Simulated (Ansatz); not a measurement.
Consider the substitution at a C–B bond: `C[B]1[O][GeH2]1` + `CNCO` → `CN(C)CO` + `[BH]1[O][GeH2]1`.

Computed with Ansatz on PBE0-D4/def2-TZVP structures; ΔE is electronic, products minus reactants. CBS: MP2 limit from def2 TZ/QZ plus the TZ coupled-cluster correction, frozen cores. Functionals use def2-TZVPP. B3LYP here is the variant with VWN-RPA as its local correlation; programs differ in this. HSE06 is defined as in plane-wave codes. For Ge outer-core shells are correlated without core-valence functions, which leaves a few kJ/mol of doubt a bond. Scalar relativity is left out up to krypton. Each species was taken in one conformer, which may not be the lowest.

Question: Is it downhill or uphill in electronic energy at CCSD(T)/CBS, and by how much? (Estimate.)

Answer: The calculation gave: Uphill: ΔE = +75.9 kJ/mol.

Question: What do these levels give: LDA (SPW92), r2SCAN-D4, B3LYP-D4, HSE06-D4, PBE-QIDH, BLYP? (Estimate.)

Answer: The calculation gave: LDA (SPW92) 73.7, r2SCAN-D4 80.8, B3LYP-D4 77.9, HSE06-D4 80.9, PBE-QIDH 79.6, BLYP 82.6 kJ/mol.

Largest T1 diagnostic among the species: 0.017.

Leaving LDA and LC-ωPBE aside and taking each functional with its dispersion term where it has one, the values, not all of them listed here, spread over 9.3 kJ/mol, from ωB97X-V to B97M-V. LDA lies −8.4 kJ/mol from PBE without D4. The D4 term adds −4.5 kJ/mol with B3LYP and −2.4 kJ/mol with PBE0; it sums over pairs of atoms, weighted by their polarisabilities, and B3LYP, whose exchange is more repulsive, gets the larger term.
